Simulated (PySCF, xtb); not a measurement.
CH5AlO, SMILES [CH3][AlH][OH]. Other conformers were not sampled.

Harmonic wavenumbers (cm⁻¹) from GFN2-xTB (xtb) at its own minimum, in rising order: 90, 152, 382, 428, 495, 504, 607, 614, 690, 905, 1294, 1452, 1456, 1845, 2929, 2939, 2960, 3763.

**Question.** What does PySCF with PBE0-D3(BJ)/def2-TZVP give at its own minimum? (An estimate is asked for; the answer gives what the named calculation found.)

**Answer.** 50, 199, 358, 462, 543, 621, 677, 699, 737, 873, 1221, 1441, 1443, 1911, 3039, 3111, 3137, 3958. Paired by order, the mean absolute difference is 76 cm⁻¹ and the zero-point energies are 33.6 and 35.0 kcal/mol.
